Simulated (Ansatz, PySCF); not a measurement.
Complex: HCl (SMILES Cl) (first 2 atoms) with H2 (SMILES [H][H]); geometry from B3LYP-D3(BJ)/def2-TZVP, rigid monomers moved along the line of their centres of mass till H2···H4 is 2.08 Å.
(charge 0, multiplicity 1):
```xyz
4

Cl    -0.1180    -0.5884    -0.7213
H     -0.0738    -0.4022     0.5470
H     -0.3610    -0.0066     2.5725
H      0.3575    -0.2035     2.5755
```

Monomers are frozen at their geometry in the pair; levels with a basis set take the counterpoise correction.

Cores are frozen in the correlated methods. CBS: X⁻³ extrapolation of the correlation energy, Hartree–Fock from the larger set.

Run with Ansatz (Gaussian orbitals); PySCF for the dispersion terms. Values without a source in brackets are computed.

The comparison value is -0.44 kcal/mol (CCSD(T)/CBS(aug-cc-pV(T+d)Z, aug-cc-pV(Q+d)Z)). It is a level with limits of its own, not the exact answer.

Question: Order these levels by how close they come to the comparison value for the interaction energy, closest first: PBE-D3(BJ)/def2-TZVPPD, PBE0-D3(BJ)/def2-TZVPPD, r2SCAN-D3(BJ)/def2-TZVPPD. Give each level's value less the comparison value.

Answer: r2SCAN-D3(BJ)/def2-TZVPPD (0.13 kcal/mol), PBE0-D3(BJ)/def2-TZVPPD (-0.31 kcal/mol), PBE-D3(BJ)/def2-TZVPPD (-0.49 kcal/mol)

Ansatz is an electronic-structure program.
